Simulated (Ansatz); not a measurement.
The cluster Mn₂O₄⁻. Charge -1, multiplicity 2. Geometry r2SCAN-D4/def2-SVPD; atoms count from 1.

```xyz
6

Mn   -0.658   -1.478    1.015
Mn    0.014    0.493   -0.505
O     0.663    1.672   -1.808
O    -0.170    2.301   -0.782
O     0.258   -1.363   -0.453
O    -0.106   -1.626    2.534
```

The structure holds one bond between oxygen atoms, so isomers without such links may lie far lower. The charge -1 doublet is spin-contaminated (final ⟨S²⟩ up to 4.41, 0.75 for a pure state). Another isomer (doublet) lies 0.25 eV lower at PBE0-D4/def2-TZVPD; other spin states weren't run for this one.

Problem. Estimate the Mulliken populations from the PBE0/def2-TZVPD orbitals of Ansatz.

Solution. 
```tsv
atom	charge (e)	spin (α − β)	d electrons
Mn1	1.10	-3.75	5.22
Mn2	0.87	4.68	5.19
O3	-0.54	0.01	–
O4	-0.49	-0.03	–
O5	-1.01	-0.03	–
O6	-0.94	0.11	–
```
Mulliken values depend strongly on the basis. With diffuse functions, as here, like atoms can get unlike values, and bond orders can come out too low or too high.

Problem. Where does the spin sit?

Solution. Summed by element: Mn 0.94, O 0.06, of 1 unpaired in all. Largest on single atoms: Mn2 4.68, Mn1 -3.75, O6 0.11.

Problem. And the Mayer bond orders between heavy atoms (over 0.3)?

Solution. Mn1–Mn2 0.42 (2.58 Å); Mn1–O5 0.70 (1.73 Å); Mn1–O6 1.52 (1.62 Å); Mn2–O3 0.50 (1.87 Å); Mn2–O4 0.73 (1.84 Å); Mn2–O5 0.46 (1.87 Å); O3–O4 0.60 (1.46 Å).
